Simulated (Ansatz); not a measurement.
C$_{8}$H$_{4}$Si (`C#C[Si](C#C)(C#C)C#C`), relaxed with RKS PBE0-D4/def2-TZVP in the Gaussian-basis code of Ansatz from a PBE-D4/def2-SVP geometry. The force threshold is 0.005 eV/Å; the program also tests the step.

Total charge 0; spin multiplicity 1.

Start:

```xyz
13

C    -0.441    2.976   -0.594
C    -0.264    1.784   -0.357
Si   -0.002    0.003   -0.002
C     1.174   -0.701   -1.223
C     1.963   -1.175   -2.036
C    -1.604   -0.885   -0.112
C    -2.676   -1.480   -0.185
C     0.690   -0.190    1.687
C     1.155   -0.322    2.816
H    -0.596    4.027   -0.803
H     2.659   -1.594   -2.752
H    -3.622   -2.004   -0.249
H     1.566   -0.439    3.811
```

| step | energy (eV) | largest force (eV/Å) | largest move (Å) |
| --- | --- | --- | --- |
| 1 | -16221.5635 | 1.751 | 0.000 |
| 2 | -16221.7068 | 0.185 | 0.050 |
| 3 | -16221.7105 | 0.040 | 0.010 |
| 4 | -16221.7105 | 0.004 | 0.002 |

End:

```xyz
13

C    -0.432    2.934   -0.586
C    -0.260    1.764   -0.353
Si   -0.001    0.001   -0.001
C     1.161   -0.694   -1.211
C     1.934   -1.158   -2.011
C    -1.587   -0.877   -0.110
C    -2.639   -1.460   -0.182
C     0.682   -0.188    1.671
C     1.137   -0.317    2.780
H    -0.585    3.968   -0.792
H     2.618   -1.568   -2.718
H    -3.569   -1.976   -0.246
H     1.540   -0.430    3.760
```

Run time 9.1 s (2 threads of an AMD EPYC 7R13 on a shared host and a share of an NVIDIA H100 80 GB); peak host memory 0.97 GiB.
